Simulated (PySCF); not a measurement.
CH6O2SSi. Atoms are numbered in the order given.

```xyz
11

Si     0.5913     0.0347     0.6054
O      1.8625     1.0486     0.2716
O      0.9512    -1.5778     0.3932
S     -0.9048     0.6750    -0.7789
C     -2.1618    -0.6288    -0.4380
H      0.1801     0.1041     2.0284
H      2.5620     1.1009     0.9337
H      1.1876    -1.8331    -0.5083
H     -2.9051    -0.5725    -1.2442
H     -2.6634    -0.4529     0.5242
H     -1.7012    -1.6257    -0.4367
```

Geometry optimised at B3LYP-D3(BJ)/def2-SVP. This is a generated structure with no PubChem entry under its InChIKey; it may be hypothetical. The values are those of a single conformer.

Computed with PBE/pcSseg-1 in PySCF.

GIAO shieldings, no solvent; atoms listed in one row are averaged. δ = σ(ref) − σ: ²⁹Si against TMS (σ = 335.4 ppm); ¹⁷O against H2O (σ = 334.3 ppm); ³³S against H2S (σ = 706.5 ppm); ¹³C against TMS (σ = 182.0 ppm); ¹H against TMS (σ = 31.49 ppm), references at their B3LYP-D3(BJ)/def2-TZVP geometries, non-relativistic.

Q: Estimate the chemical shifts. (Estimate from the structure and the level; the computed values follow.)

A: 
```tsv
nucleus	atoms	count	δ (ppm)
²⁹Si	Si1	1	-7.7
¹⁷O	O3	1	91.5
¹⁷O	O2	1	76.0
³³S	S4	1	95.2
¹³C	C5	1	16.2
¹H	H6	1	5.65
¹H	H7	1	2.35
¹H	H9, H10, H11	3	2.24
¹H	H8	1	1.79
```
